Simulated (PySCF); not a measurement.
Species: C4H12BO4 (charge -1).
Atom-mapped SMILES: `[CH3:1][O:2][B-:3]([O:4][CH3:5])([O:6][CH3:7])[O:8][CH3:9]` (hydrogens: H10, H11, H12 on C1; H13, H14, H15 on C5; H16, H17, H18 on C7; H19, H20, H21 on C9)

Geometry (PBE0-D3(BJ)/def2-SVP, Å), atoms numbered from 1 in this order:
```
atom  x, y, z in Å
C1    -0.7628   -1.9417   -1.2176
O2    -0.7116   -0.5702   -1.1581
B3    -0.0063   -0.0023   -0.0054
O4    -0.0891    1.4595   -0.0914
C5    -1.3545    1.9912   -0.1463
O6    -0.6325   -0.5182    1.2156
C7    -0.0709   -0.1061    2.3996
O8     1.4100   -0.3814    0.0118
C9     2.1654    0.0617   -1.0467
H10   -1.3004   -2.2642   -2.1336
H11   -1.2853   -2.3924   -0.3472
H12    0.2464   -2.4105   -1.2476
H13   -1.3011    3.0986   -0.1997
H14   -1.9697    1.7362    0.7459
H15   -1.9318    1.6413   -1.0282
H16    0.9943   -0.4050    2.4989
H17   -0.0929    0.9997    2.5272
H18   -0.6223   -0.5444    3.2574
H19    1.7965   -0.3130   -2.0280
H20    2.1855    1.1692   -1.1285
H21    3.2144   -0.2846   -0.9387
```

Computed at PBE0/pcSseg-1 (PySCF, non-relativistic), with Q(17O) = −0.0256 b, Q(11B) = 0.04059 b: O2, 17O (I = 5/2): χzz = -11.09 MHz, η = 0.555; B3, 11B (I = 3/2): χzz = -0.163 MHz, η = 0.053.

Where would the pure quadrupole (NQR) lines of 17O at O2 fall for the rigid, isolated species?

From the eigenvalues of H = χ/[4I(2I − 1)] × [3Iz² − I(I + 1) + η(Ix² − Iy²)], steps between neighbouring levels, labelled as for η = 0: ±1/2↔±3/2 2.149 MHz, ±3/2↔±5/2 3.158 MHz (boron-bound oxygen).

Find the zero-field quadrupole resonance frequencies of 11B at B3.

From ν = (|χ|/2)√(1 + η²/3): ν = 0.082 MHz (four-coordinate boron).

In a crystal, neighbours and librations shift these lines. The pcSseg-1 basis has no diffuse functions, a weakness for an anion. With so small a basis the couplings can be 20 % off.

The run behind these numbers computed NMR shieldings as well. Time: 33 s wall. Hardware: one thread of an x86-64 server (shared host).

One conformer stands for the species.
